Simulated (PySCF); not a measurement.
A structure optimised at PBE-D3(BJ)/def2-SVP, used in a PySCF frequency run:

```
Si
N 1 1.7424
H 2 1.0231 1 116.19
C 2 1.4522 3 113.98 1 -156.09
H 4 1.1097 2 109.44 3 -171.79
H 4 1.1118 5 106.66 2 -120.50
H 4 1.1173 5 107.14 6 -114.84
H 1 1.5137 2 115.18 3 -88.28
C 1 1.8495 8 105.52 2 118.34
C 9 1.2294 8 146.60 1 -179.46
H 10 1.0823 5 127.54 4 158.66
C 1 1.8809 8 109.09 9 119.44
H 12 1.1079 1 110.71 8 -175.99
H 12 1.1083 13 108.51 1 -121.13
H 12 1.1096 13 108.65 14 -116.86
```

### Question
Write its SMILES and formula.

### Answer
C#C[Si@H](C)NC, C4H9NSi

### Question
What are its rotational constants (standard atomic weights)?

### Answer
2.8936, 2.4121, 1.4345 GHz
